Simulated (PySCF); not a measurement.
SMILES [SiH3][CH][SiH3] (CH7Si2), doublet, PBE0/def2-SVP optimised geometry. Atoms within 1.6 Å of the plane z = 0.6 Å (x, y, z in Å): Si1 (-1.70, -0.87, 0.00), C2 (0.15, -0.87, 0.00), Si3 (1.30, 0.58, 0.03), H5 (-2.23, -1.59, 1.21), H6 (-2.23, 0.52, 0.00), H7 (0.63, -1.86, -0.02), H9 (2.23, 0.50, 1.20), H10 (0.54, 1.86, 0.12).

Calculation: unrestricted PBE0/def2-TZVP (PySCF 2.14.0).

Map of the log10 of the electron density (e/bohr³), floored at −4 on the plane z = 0.6 Å:

```
|0000000000000000000000000000000|
|0000000000000000000000000000000|
|0000000000000000000000000000000|
|0000000000000000111100000000000|
|0000000000000012222211000000000|
|0000000000000233444332100000000|
|0000000000001345565543210000000|
|0000000000012356777654321100000|
|0000011121123457888765443210000|
|0000123333323467898876554321000|
|0001234454433467899887765432000|
|0012345666544467888888876543100|
|0013456777654456788999987643200|
|0023467888765566788999998653200|
|0023567888766667888999987653200|
|0023567888877778888888887643100|
|0023567888888889998887776542100|
|0023567889888999998876655431000|
|0124568899988999998765543321000|
|0124578999988899998765432100000|
|0124578999888888988754321000000|
|0023567898877778888654210000000|
|0023467787766667777653200000000|
|0012355666654455666542100000000|
|0001234555443334554432000000000|
|0000123333322223333210000000000|
|0000011222111011121100000000000|
|0000000000000000000000000000000|
|0000000000000000000000000000000|
|0000000000000000000000000000000|
|0000000000000000000000000000000|
```
Scale: ten equal steps from -4.00 (start of '0') to -0.860 (end of '9'), in the order '0123456789'; x runs from -4.50 to 4.50, y from -4.50 (bottom) to 4.50 (top).
